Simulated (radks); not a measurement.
The nuclear charge of the gallium ion Ga+ is varied continuously with 30 electrons held in [Ar] 3d10 4s2. Method: Dirac Kohn-Sham, PBE, spin-unpolarised, spherical densities, finite nucleus; Fermi nuclear charge, rms radius 3.9973 fm; computed with a radial shooting solver on a logarithmic mesh with Libxc functionals. By the Hellmann-Feynman theorem dE/dZ = E(electron-nucleus)/Z, the electronic potential at the nucleus (averaged over a nucleus of fixed radius).

Z     E (hartree)  E(electron-nucleus)/Z (hartree)   HOMO  e(HOMO) (eV)  <r> HOMO (bohr)
30.6  -1883.92108                         -148.382  4s1/2       -11.856            2.364
30.8  -1913.72883                         -149.695  4s1/2       -14.041            2.287
31    -1943.79897                         -151.006  4s1/2       -16.330            2.217
31.2  -1974.13127                         -152.317  4s1/2       -18.721            2.153
31.4  -2004.72555                         -153.626  4s1/2       -21.211            2.094
31.6  -2035.58168                         -154.935  4s1/2       -23.796            2.040
31.8  -2066.69955                         -156.244  4s1/2       -26.475            1.989
32    -2098.07908                         -157.552  4s1/2       -29.246            1.942

The central difference of E at Z = 31 is -151.006 hartree, to compare with the third column; the second derivative is -6.55 hartree.
